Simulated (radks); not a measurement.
Q: These are the eigenvalues of the occupied orbitals of an atom or ion with whole-number occupations (hartree). Calculated with a radial shooting solver on a logarithmic mesh with Libxc functionals: scalar-relativistic Kohn-Sham, exchange-only r2SCAN, spin-polarised, spherical densities, finite nucleus; meta-GGA in the generalised Kohn-Sham scheme; Fermi nuclear charge, rms radius of each element as measured or else 0.836 A^(1/3) + 0.57 fm.

1s down: -281.3925
1s up: -281.3915
2s up: -34.84720
2s down: -34.73169
2p up: -29.97057
2p down: -29.88307
3s up: -5.37988
3s down: -5.12383
3p up: -3.95616
3p down: -3.70215
3d up: -1.70802
3d down: -1.46273

Which element is it, and in what charge state? The configuration may be excited. Open shells, if any, are filled with parallel spins first.

A: Z = 27, cobalt, charge +3: Co3+ in [Ar] 3d6. The list shows which subshells hold electrons but not how many an open one holds; the 1s level, -281.39 hartree, gives Z - s = 23.7 by -(Z - s)^2/2, which with screening and relativity narrows Z to a few neighbours, and the depths of the outer levels then fix element, charge and occupations together.
